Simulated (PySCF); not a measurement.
H₃BeGeI (SMILES [GeH3][Be][I]), singlet, at a GFN2-xTB geometry (such geometries of metal compounds can be far from the true shape) (all electrons, no relativity), with bond 2-1 at 1.4 times its length; CASCI(6,5)+NEVPT2/STO-3G (PySCF).

Input for PySCF:
```python
from pyscf import gto, scf, mcscf, mrpt
import numpy

mol = gto.M(
    atom='''
Be   -0.28313345   -0.07280738    0.31650443
I     1.83177164    0.63069917   -1.80318579
Ge   -1.78310980   -0.62546601    1.73762516
H    -2.00890369   -2.08963270    1.96792379
H    -1.66032253   -0.17387561    3.16093393
H    -3.19691715   -0.20430674    1.47180037
''',
    basis='sto-3g',
    verbose=4,
)

mf = scf.RHF(mol)
mf.kernel()
mc = mcscf.CASCI(mf, 5, 6)
mc.fix_spin_(ss=0.0)
mc.kernel()
occ = numpy.linalg.eigvalsh(mc.fcisolver.make_rdm1(mc.ci, mc.ncas, mc.nelecas))[::-1]
ss = mc.fcisolver.spin_square(mc.ci, mc.ncas, mc.nelecas)[0]
print('natural occupations', occ.round(4), ' <S^2>', round(ss, 4))
e2 = mrpt.NEVPT(mc).kernel()
print('E(NEVPT2) = %.10f' % (mc.e_tot + e2))
```

**Question.** Write the output that PySCF gives for this input, abridged.

**Answer.** 
```
PySCF version 2.14.0

[INPUT] verbose = 4
[INPUT] num. atoms = 6
[INPUT] num. electrons = 92
[INPUT] charge = 0
[INPUT] spin (= nelec alpha-beta = 2S) = 0
[INPUT] symmetry False subgroup None
[INPUT] Mole.unit = angstrom
[INPUT] Symbol           X                Y                Z      unit          X                Y                Z       unit  Magmom
[...]
nuclear repulsion = 290.751003466906
number of shells = 25
number of NR pGTOs = 159
number of NR cGTOs = 53
basis = sto-3g
ecp = {}

******** <class 'pyscf.scf.hf.RHF'> ********
method = RHF
initial guess = minao
damping factor = 0
level_shift factor = 0
DIIS = <class 'pyscf.scf.diis.CDIIS'>
diis_start_cycle = 1
diis_space = 8
diis_damp = 0
SCF conv_tol = 1e-09
SCF conv_tol_grad = None
SCF max_cycles = 50
direct_scf = True
direct_scf_tol = 1e-13
Set gradient conv threshold to 3.16228e-05
Initial guess from minao.
init E= -8893.56752170407
[...]
cycle= 1 E= -8918.47288298926  delta_E= -24.9  |g|= 0.42  |ddm|= 2.66
[...]
cycle= 2 E= -8918.60690635057  delta_E= -0.134  |g|= 0.0946  |ddm|=  1.4
[...]
cycle= 3 E= -8918.61552199668  delta_E= -0.00862  |g|= 0.0333  |ddm|= 0.286
[...]
cycle= 4 E= -8918.61705813986  delta_E= -0.00154  |g|= 0.00948  |ddm|= 0.13
[...]
cycle= 5 E= -8918.61721784819  delta_E= -0.00016  |g|= 0.0019  |ddm|= 0.0492
[...]
cycle= 6 E= -8918.61722537908  delta_E= -7.53e-06  |g|= 0.000307  |ddm|= 0.0121
[...]
cycle= 7 E= -8918.61722555328  delta_E= -1.74e-07  |g|= 4.84e-05  |ddm|= 0.00194
[...]
cycle= 8 E= -8918.61722555563  delta_E= -2.35e-09  |g|= 7.9e-06  |ddm|= 0.000182
[...]
cycle= 9 E= -8918.61722555572  delta_E= -9.28e-11  |g|= 2.08e-06  |ddm|= 2.93e-05
[...]
Extra cycle  E= -8918.6172255557  delta_E= 2e-11  |g|= 1.07e-06  |ddm|= 9.08e-06
converged SCF energy = -8918.6172255557

******** <class 'pyscf.mcscf.casci.CASCI'> ********
CAS (3e+3e, 5o), ncore = 43, nvir = 5
natorb = False
canonicalization = True
sorting_mo_energy = False
******** <class 'pyscf.fci.addons.SpinPenaltyFCISolver'> ********
max. cycles = 200
conv_tol = 1e-08
davidson only = True
linear dependence = 1e-12
level shift = 0.001
max iter space = 12
nroots = 1
pspace_size = 400
spin = None
Density matrix diagonal elements [1.9106412  1.99295679 1.99949899 0.08973615 0.00716687]
CASCI converged
CASCI E = -8918.63784765030  E(CI) = -6.49418469812190  S^2 = 0.0000000
natural occupations [1.9996 1.9939 1.9131 0.0876 0.0058]  <S^2> 0.0

******** <class 'pyscf.mrpt.nevpt2.NEVPT'> ********
NEVPT2 (3e+3e, 5o), ncore = 43, nvir = 5
root = 0
Natural occ [1.99959509 1.99391319 1.91307778 0.0876258  0.00578815]
Natural orbital (expansion on meta-Lowdin AOs) in CAS space
               #1        #2        #3        #4        #5
0 Be 1s          0.00001  -0.00001  -0.00217  -0.00732  -0.00003
0 Be 2s         -0.00361   0.00051   0.35415   0.63116   0.00566
0 Be 2px        -0.02378   0.06296   0.21549   0.19210   0.61589
0 Be 2py         0.07046   0.01420   0.07602   0.11924   0.13799
0 Be 2pz         0.00718   0.07074  -0.21335  -0.20042   0.68977
1 I 1s           0.00000   0.00000  -0.00020  -0.00013   0.00000
1 I 2s          -0.00001  -0.00000   0.00086   0.00073  -0.00001
1 I 3s           0.00003   0.00001  -0.00230  -0.00216   0.00003
1 I 4s          -0.00007  -0.00001   0.00448   0.00188  -0.00001
1 I 5s           0.00190   0.00026  -0.13701  -0.09763   0.00033
1 I 2px          0.00044  -0.00115   0.00102  -0.00056   0.00010
1 I 2py         -0.00164  -0.00026   0.00031  -0.00017   0.00002
1 I 2pz         -0.00006  -0.00122  -0.00103   0.00056   0.00010
1 I 3px         -0.00085   0.00218  -0.00136   0.00200  -0.00042
1 I 3py          0.00312   0.00050  -0.00040   0.00062  -0.00010
1 I 3pz          0.00013   0.00232   0.00138  -0.00201  -0.00042
1 I 4px          0.00423  -0.01100   0.00957  -0.00696   0.00124
1 I 4py         -0.01571  -0.00251   0.00290  -0.00218   0.00028
1 I 4pz         -0.00061  -0.01169  -0.00963   0.00700   0.00127
1 I 5px         -0.25966   0.67364  -0.55375   0.39778  -0.06705
1 I 5py          0.96167   0.15379  -0.16680   0.12491  -0.01534
1 I 5pz          0.03773   0.71579   0.55785  -0.40038  -0.07052
1 I 3dxy        -0.00001  -0.00000   0.00005   0.00007  -0.00003
1 I 3dyz         0.00001  -0.00000  -0.00005  -0.00007  -0.00000
1 I 3dz^2        0.00000   0.00001   0.00004   0.00005   0.00008
1 I 3dxz        -0.00000  -0.00000  -0.00014  -0.00021   0.00000
1 I 3dx2-y2      0.00000  -0.00001   0.00006   0.00009  -0.00004
1 I 4dxy         0.00033   0.00015  -0.00118  -0.00163   0.00061
1 I 4dyz        -0.00036   0.00003   0.00119   0.00164   0.00011
1 I 4dz^2       -0.00002  -0.00050  -0.00095  -0.00136  -0.00192
1 I 4dxz         0.00007   0.00001   0.00361   0.00521  -0.00001
1 I 4dx2-y2     -0.00019   0.00025  -0.00160  -0.00234   0.00100
2 Ge 1s         -0.00000  -0.00000   0.00009   0.00016   0.00000
2 Ge 2s          0.00001   0.00000  -0.00054  -0.00149  -0.00000
2 Ge 3s         -0.00000  -0.00000   0.00009   0.00135  -0.00001
2 Ge 4s          0.00209   0.00029  -0.15940  -0.24700  -0.00293
2 Ge 2px         0.00001  -0.00001  -0.00020  -0.00034   0.00006
2 Ge 2py        -0.00002  -0.00000  -0.00008  -0.00013   0.00001
2 Ge 2pz        -0.00000  -0.00001   0.00018   0.00031   0.00008
2 Ge 3px        -0.00015   0.00019   0.00334   0.00582  -0.00056
2 Ge 3py         0.00030   0.00004   0.00126   0.00222  -0.00013
2 Ge 3pz         0.00007   0.00025  -0.00312  -0.00531  -0.00082
2 Ge 4px         0.00244   0.00485  -0.19996  -0.22692   0.13477
2 Ge 4py         0.00266   0.00125  -0.07639  -0.07765   0.02984
2 Ge 4pz        -0.00250   0.00455   0.18481   0.20315   0.16513
2 Ge 3dxy       -0.00421  -0.00013   0.00661  -0.00494   0.00316
2 Ge 3dyz        0.00397   0.00140  -0.00630   0.00411   0.01505
2 Ge 3dz^2       0.00172   0.00883   0.00247  -0.00187   0.06907
2 Ge 3dxz       -0.00023  -0.00094  -0.01612   0.00806  -0.00681
2 Ge 3dx2-y2     0.00529  -0.00400   0.00747  -0.00103  -0.03099
3 H 1s           0.01494   0.00257   0.04577   0.05364   0.02860
4 H 1s          -0.00667  -0.01898   0.04678   0.04635  -0.18959
5 H 1s          -0.01031   0.01600   0.04550   0.03826   0.16435
<CAS-nat-orb|mo-hf>  44     46       0.99476883
<CAS-nat-orb|mo-hf>  45     45       0.99463469
<CAS-nat-orb|mo-hf>  46     44       0.99918075
<CAS-nat-orb|mo-hf>  47     47       0.99710286
<CAS-nat-orb|mo-hf>  48     48       0.99752449
Sr    (-1)',   E = -0.00372203311818
Si    (+1)',   E = -0.00287699179223
Sijrs (0)  ,   E = -0.03796535456423
Sijr  (+1) ,   E = -0.00664464151754
Srsi  (-1) ,   E = -0.00184092721991
Srs   (-2) ,   E = -0.00024043214228
Sij   (+2) ,   E = -0.00251744061874
Sir   (0)' ,   E = -0.00346890630028
Nevpt2 Energy = -0.059276727273380
E(NEVPT2) = -8918.6971243776
```
